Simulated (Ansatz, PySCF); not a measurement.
System: CH$_{2}$BCl$_{2}$, charge 0, multiplicity 2. SMILES: [CH2]B(Cl)Cl
Structure (B3LYP-D3(BJ)/def2-TZVP (Ansatz, an electronic-structure program) minimum search):
```
B
C 1 1.5136
H 2 1.0833 1 122.06
H 2 1.0833 3 115.89 1 180.00
Cl 1 1.7625 2 120.62 3 0.00
Cl 1 1.7625 2 120.62 3 180.00
```
Charge 0, spin multiplicity 2.

Property: size of the dipole moment, in D. Terms: LANL2DZ with its own core potentials from Na on; 6-311+G** with 5d, 6d on Na to Ar in Ansatz; UHF or UKS for open shells; 6-31G* and kin with 6d, 5d where marked; non-relativistic; no spin-orbit coupling; dispersion terms only where a functional's name holds one. First-principles rows: single points at B3LYP-D3(BJ) geometries (Ansatz).

```tsv
level	program	size of the dipole moment (D)
PBE/6-31G*	Ansatz	1.98
BP86/def2-SVP	PySCF	1.62
B3LYP/STO-3G	Ansatz	2.33
B3LYP/3-21G	Ansatz	2.44
B3LYP/LANL2DZ	Ansatz	2.44
B3LYP/6-31G*	Ansatz	2.08
B3LYP/6-31+G*	Ansatz	2.02
B3LYP/6-31G**	Ansatz	2.07
B3LYP/def2-SVP	Ansatz	1.69
PBE0/6-311+G**	Ansatz	1.99
```

No value to compare with is used here. The 10 habitual levels span 1.62 (BP86/def2-SVP) to 2.44 D (B3LYP/LANL2DZ).

The levels are drawn from those run, B3LYP/6-31G* more often than the rest, none by its result; left out are runs that failed, that the program found above a lower state of the same kind, or whose <S^2> lies over 0.5 above the pure value.
